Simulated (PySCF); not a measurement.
Re(O)3(Me) cation (CH3O3Re), SMILES [CH3][Re](=[O])(=[O])=[O] (connectivity only; charge and spin as stated), charge +1, multiplicity 2. Coordinates come from a PBE-D3(BJ)/def2-SVP optimisation. The multiplicity is an assumed one; no other spin state was optimised. The isomer is the one that the SMILES or the coordinates give; other isomers of the formula were not compared. The def2 effective core potentials stand for the cores of Re; spin–orbit coupling is left out.

All values below come from PBE-D3(BJ)/def2-SVP in PySCF.

Harmonic wavenumbers (cm⁻¹): 185, 185, 185, 238, 238, 241, 413, 413, 592, 697, 697, 954, 1171, 1292, 1292, 2918, 3037, 3037. Rotational constants (GHz): 3.759, 3.407, 3.407; symmetry number 3.

**Question.** Work out the zero-point energy and the ideal-gas rigid-rotor harmonic-oscillator thermochemistry at 298.15 K and 1 atm.

**Answer.** ZPE = ½ Σ hcν = ½ × 17785 cm⁻¹ = 106.38 kJ/mol. H − E(el) = 127.67 kJ/mol. Entropy in J/(mol K): translation 177.57, rotation 101.33, vibration 64.44, spin 5.76, total 349.10. G − E(el) = 23.59 kJ/mol. Cp = 106.42 J/(mol K).
